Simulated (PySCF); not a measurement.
How methods differ on the ionisation energy of Pr

Pr [Xe] 4f3 6s2 [4f5/2^3, M_J = 9/2] → Pr⁺ [Xe] 4f3 6s1 [4f5/2^3 6s1/2^1, M_J = 4], as a difference of total energies. Computed with PySCF 2.14 in x2c-QZVPPall-2c (16s16p12d6f4g1h, 213 functions), with the two-component X2C-1e Hamiltonian. Correlated levels: [Ar] 3d10 frozen; the 40 highest virtual spinors dropped. "Screened" scales the spin-orbit matrix elements by Boettger's factors to mimic the two-electron term; Breit and QED terms are absent.

```json
{"method": "GHF (spin-free)", "ionisation energy (eV)": "4.442", "difference from reference (eV)": "-1.028"}
{"method": "GMP2 (spin-free)", "ionisation energy (eV)": "5.399", "difference from reference (eV)": "-0.071"}
{"method": "GHF (screened spin-orbit)", "ionisation energy (eV)": "4.443", "difference from reference (eV)": "-1.027"}
{"method": "GMP2 (screened spin-orbit)", "ionisation energy (eV)": "5.400", "difference from reference (eV)": "-0.070"}
```

Reference: 5.470 eV (semi-empirical (NIST evaluation); NIST Atomic Spectra Database, ionization energies).

The spin-free rows relax to the high-spin LS determinant and lack the spin-orbit shift.

The labels give the starting determinants; with spin-orbit coupling the two ends relaxed to ⟨J²⟩ = 26.89, ⟨L²⟩ = 41.80, ⟨S²⟩ = 3.74 and ⟨J²⟩ = 23.16, ⟨L²⟩ = 41.81, ⟨S²⟩ = 5.96.

The determinant of Pr and of Pr⁺ mixes levels of different J (the jj label is only the starting occupation), so the difference between spin-free and spin-orbit rows is not the physical spin-orbit shift.
